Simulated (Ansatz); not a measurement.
Z-matrix (Å, degrees):
```
Si
O 1 1.629
H 1 1.484 2 108.6
H 1 1.486 2 110.5 3 -119.9
H 1 1.492 2 111.4 3 119.7
B 2 1.386 1 136.2 3 -145.2
N 6 1.414 2 117.0 1 -169.4
N 6 1.418 2 120.7 1 10.4
H 7 1.003 6 121.1 2 1.1
H 7 1.002 6 124.4 2 -178.8
H 8 1.003 6 122.6 2 5.0
H 8 1.003 6 123.4 2 178.4
```

Charge 0, multiplicity 1.

Question: List the PBE0/def2-TZVPP orbital energies in eV (the Gaussian-basis code of Ansatz). (Best estimate.)

Answer: Ansatz gave: Occupied: -1802.84, -522.30, -390.63, -390.53, -184.92, -145.09, -99.78, -99.74, -99.73, -27.84, -24.09, -23.39, -16.17, -14.50, -14.08, -13.65, -12.25, -11.97, -11.20, -10.35, -9.31, -8.81, -7.97, -6.97. Lowest empty: 0.39, 1.27, 1.60, 1.87, 1.92, 2.25, 2.93, 3.09.
